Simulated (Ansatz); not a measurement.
One change: `O=C=[N][Hf]([F])([F])[F]` becomes `[F][Hf]([F])([F])[SH]`.

Ansatz, PBE0-D4/def2-TZVP geometries, multiplicity 1. Each molecule was computed in one conformer, which needn't be the lowest.

Elements past krypton have def2 core potentials.

| property | `O=C=[N][Hf]([F])([F])[F]` |
| --- | --- |
| size of the dipole moment (ωB97M-V/def2-TZVPP) / D | 0.44 |
| size of the dipole moment (PBE/def2-TZVPP) / D | 0.39 |
| ideal-gas entropy at 298 K and 1 bar (rigid rotor, harmonic PBE0-D4/def2-TZVP) / J/(mol·K) | 396 |
| LUMO energy (ωB97M-V/def2-TZVPP) / eV | 0.36 |
| LUMO energy (PBE0/def2-TZVPP) / eV | -1.27 |
| HOMO energy (PBE/def2-TZVPP) / eV | -7.95 |

**Question.** Give the same properties after the change, and the shifts. (Best estimate.)

**Answer.** The calculation gave: 
| property | `[F][Hf]([F])([F])[SH]` | shift |
| --- | --- | --- |
| size of the dipole moment (ωB97M-V/def2-TZVPP) / D | 0.57 | 0.13 |
| size of the dipole moment (PBE/def2-TZVPP) / D | 0.60 | 0.21 |
| ideal-gas entropy at 298 K and 1 bar (rigid rotor, harmonic PBE0-D4/def2-TZVP) / J/(mol·K) | 385 | -11 |
| LUMO energy (ωB97M-V/def2-TZVPP) / eV | 0.45 | 0.09 |
| LUMO energy (PBE0/def2-TZVPP) / eV | -1.40 | -0.13 |
| HOMO energy (PBE/def2-TZVPP) / eV | -6.94 | 1.01 |

With PBE0 the HOMO rises by 1.19 eV and the LUMO falls by 0.13 eV, so the gap narrows by about 1.32 eV. PBE moves the HOMO by 1.01 eV and ωB97M-V by 1.27 eV. The zero-point energy changes by -12.8 kJ/mol with -3 modes. Dipoles are sizes alone; their direction can turn. Modes under 60 cm⁻¹, often nearly free rotors, make the harmonic entropy too high.
